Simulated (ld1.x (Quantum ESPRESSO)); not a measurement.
# Yb PAW: all-electron and pseudo phase curves

* Element: Yb (Z = 70)
* Generator: ld1.x (Quantum ESPRESSO) 7.5
* Type: PAW
* Functional: PBEsol
* Relativity: fully relativistic
* Frozen core: [Kr] 4d10
* Valence charge: 24
* Reference configuration: 4f14 5s2 5p6 5d0 6s2 6p0
* Partial waves: 5s (bound): rcut 2.10, rcutus 2.30 bohr; 6s (bound): rcut 2.10, rcutus 2.30 bohr; 5p (bound): rcut 1.95, rcutus 2.20 bohr; 6p (bound, empty): rcut 1.95, rcutus 2.20 bohr; 5d (bound, empty): rcut 3.05, rcutus 3.75 bohr; 5d channel at 0.75 Ry: rcut 3.05, rcutus 3.75 bohr; 4f (bound): rcut 0.85, rcutus 0.90 bohr; 4f channel at 0.15 Ry: rcut 0.85, rcutus 0.90 bohr
* Local potential: all-electron potential smoothed inside 2.20 bohr (lloc = -1)
* Core correction: a·sin(br)/r model core inside 0.60 bohr
* Augmentation charge: PSQ, radius 0.95 bohr

Open shells are filled in proportion to 2j + 1 (rel_dist='average').

The phase is arctan(r·u′/u) with u = r·R(r), unwrapped; energies in Ry, scanned from -6 to 5 Ry. A pole is an energy at which the radial function vanishes at the test radius. The pseudo phase is shifted by a multiple of π to meet the all-electron one at the reference energy, and phase errors are pseudo minus all-electron; the curves can meet again beyond the range given. Levels narrower than the energy grid can be missing from the lists of poles.

```
channel  radius (bohr)  reference energy (Ry)  poles, all-electron      poles, pseudo  unbroken range about the reference energy with phases within 0.05 rad  phase error 1 Ry above the reference energy (rad)
      s           4.04                  -0.29           0.34, 3.82         0.34, 3.89                                                              below 1.8                                             +0.001
   p1/2           4.04                  -0.09    -2.33, 0.95, 4.61  -2.33, 0.93, 3.02                                                              below 1.6                                             -0.006
   d3/2           4.04                  -0.06           0.19, 2.52               0.32                                                            -0.1 to 0.0                                             +0.271
   d5/2           4.04                  -0.05           0.23, 2.58               0.34                                                            -0.1 to 0.1                                             +0.224
   f5/2           4.04                  -0.28    -0.27, 1.92, 4.86  -0.27, 1.92, 4.85                                                        the whole range                                             -0.000
   f7/2           4.04                  -0.18    -0.18, 1.93, 4.88  -0.18, 1.93, 4.91                                                        the whole range                                             +0.000
```

The ghost test of this file was not conclusive.

Phases in the d3/2 channel:

```tsv
E (Ry)	all-electron	pseudo
-6.00	1.469	1.471
-5.74	1.467	1.469
-5.48	1.465	1.467
-5.22	1.462	1.465
-4.96	1.459	1.462
-4.70	1.456	1.459
-4.44	1.453	1.456
-4.18	1.449	1.453
-3.92	1.445	1.450
-3.66	1.441	1.446
-3.40	1.436	1.442
-3.14	1.430	1.438
-2.88	1.424	1.433
-2.62	1.417	1.427
-2.36	1.408	1.421
-2.10	1.398	1.413
-1.84	1.386	1.404
-1.58	1.371	1.393
-1.32	1.351	1.378
-1.06	1.323	1.358
-0.80	1.280	1.326
-0.54	1.199	1.262
-0.28	0.951	1.041
-0.02	-0.981	-0.967
0.24	-1.626	-1.522
0.50	-1.809	-1.690
0.76	-2.029	-2.028
1.02	-2.650	-2.083
1.28	-3.942	-2.055
1.54	-4.393	-2.079
1.80	-4.548	-2.150
2.06	-4.628	-2.278
2.32	-4.681	-2.502
2.58	-4.721	-2.878
2.84	-4.758	-3.383
3.10	-4.796	-3.818
3.36	-4.841	-4.093
3.62	-4.906	-4.258
3.88	-5.027	-4.363
4.14	-5.364	-4.434
4.40	-6.662	-4.485
4.66	-7.427	-4.523
4.92	-7.622	-4.553
```
